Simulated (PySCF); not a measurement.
C3H2F3, SMILES C(C=[CH])(F)(F)F, multiplicity 2. Atoms are numbered in the order given.

```xyz
8

C     -0.1441    -2.1383     0.0000
C      0.5832    -1.0474     0.0000
C      0.0066     0.3381     0.0000
F     -1.3221     0.3381     0.0000
F      0.4184     1.0187     1.0749
F      0.4184     1.0187    -1.0749
H      0.0097    -3.2161     0.0000
H      1.6838    -1.0775     0.0000
```
Charge 0, spin multiplicity 2.

Geometry: PBE0-D3(BJ)/def2-SVP. The isomer is the one that the SMILES or the coordinates give; other isomers of the formula were not compared.

Method: TDA-PBE0/def2-SVPD run with PySCF.

Vertical excitations. Gas-phase values at a fixed geometry.

| state | energy (eV) | λ (nm) | f | main pairs |
|---|---|---|---|---|
| root 1 | 3.61 | 343 | 0.001 | α HOMO→LUMO 8 %, β HOMO→LUMO 91 % |
| root 2 | 4.65 | 267 | 0.000 | α HOMO−1→LUMO 50 %, β HOMO→LUMO+1 47 % |
| root 3 | 4.68 | 265 | 0.003 | α HOMO→LUMO 91 %, β HOMO→LUMO 8 % |
| root 4 | 6.99 | 177 | 0.001 | β HOMO−1→LUMO 89 % |
| root 5 | 7.26 | 171 | 0.006 | α HOMO→LUMO+1 91 % |
| root 6 | 7.87 | 158 | 0.052 | α HOMO−1→LUMO 6 %, β HOMO−3→LUMO 54 %, β HOMO−7→LUMO 14 %, β HOMO−5→LUMO 13 % |
| root 7 | 8.05 | 154 | 0.000 | β HOMO−2→LUMO 99 % |
| root 8 | 8.15 | 152 | 0.031 | α HOMO→LUMO+2 77 %, α HOMO→LUMO+3 14 % |
| root 9 | 8.35 | 148 | 0.001 | α HOMO−1→LUMO+1 30 %, β HOMO→LUMO+2 63 % |
| root 10 | 8.45 | 147 | 0.230 | α HOMO→LUMO+3 41 %, α HOMO−1→LUMO 13 %, β HOMO−3→LUMO 20 %, β HOMO→LUMO+1 13 % |
Unrestricted roots are not spin-pure.
